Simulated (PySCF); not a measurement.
TDDFT excited states: [C3H3ClFN2]+

Species: C3H3ClFN2 (charge +1).
Bonds: F1–C2, C2–N3 (aromatic), N3–C4 (aromatic), C4–N5 (aromatic), N5–C6 (aromatic), C6–Cl7, C2–C6 (aromatic). Hydrogens: H8 on N3; H9 on C4; H10 on N5.

Computed, not measured: TDDFT PBE0/def2-SVPD, vertical, gas phase, core orbitals frozen in the response in PySCF. Geometry: GFN2-xTB; no solvent, vibrations or thermal averaging.

Problem. What does the calculation give for the low-lying excited states?

Solution. 

```tsv
state	E (eV)	λ (nm)	ν̃ (cm⁻¹)	f	symmetry	main configurations (H = HOMO, L = LUMO)
S1	5.45	227.6	43930	0.140	A′	H→L (98%)
S2	6.34	195.7	51100	0.0018	–	H→L+2 (95%)
S3	7.00	177.0	56480	0.0005	–	H-1→L (98%)
S4	7.11	174.4	57350	0.156	A′	H→L+1 (82%), H-2→L (13%)
S5	7.28	170.2	58740	0.0019	–	H→L+3 (96%)
S6	7.71	160.8	62170	0.0026	A″	H→L+4 (89%), H→L+5 (8%)
```

Triplets, Tamm–Dancoff:

```
state  E (eV)  λ (nm)  main configurations (H = HOMO, L = LUMO)
   T1    3.91   317.5                                 H→L (95%)
   T2    4.85   255.7                               H→L+1 (95%)
```

The lowest singlet comes at 228 nm (525 kJ/mol) in the ultraviolet; it is of moderate strength; its leading configuration is HOMO→LUMO (98%). The most intense listed level is S4 at 7.11 eV (174 nm, f = 0.156), 1.66 eV above S1. Löwdin shares by element: HOMO carbon 54%, chlorine 27% (atoms not listed hold the other 20%); LUMO nitrogen 43%, carbon 42% or more. Weighted by f, the mean energy of these states is 6.34 eV. Orbital energies (eV): HOMO-3 -16.06, HOMO-2 -14.83, HOMO-1 -14.35, HOMO -12.34, LUMO -6.18, LUMO+1 -4.63, LUMO+2 -4.51. The listed states span 2.26 eV, and the widest gap between neighbours is 0.89 eV (S1 to S2). Symmetry labels in Cs follow from the direction of the transition dipole and are given only for states with f of 0.002 or more. Only the lowest 6 singlets were computed, as vertical energies without vibronic structure.
